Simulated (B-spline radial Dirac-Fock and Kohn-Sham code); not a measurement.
The computed values come from a radial B-spline solver: multi-electron Dirac-Fock with separately optimised hole states, Breit and Lamb-shift corrections added in first order. Correlation and solid-state effects are left out.

Question: An atom or ion in its tabulated ground configuration has these computed binding energies (the last is its least bound level). Which is it?

```tsv
level	binding energy (eV)
L2	7684.3
M1	2103.6
M4	1480.9
N2	633.2
N3	603.7
N4	479.0
N5	473.5
```

Answer: Sm¹⁶⁺: Z = 62 with 46 electrons, [Kr] 4d10.
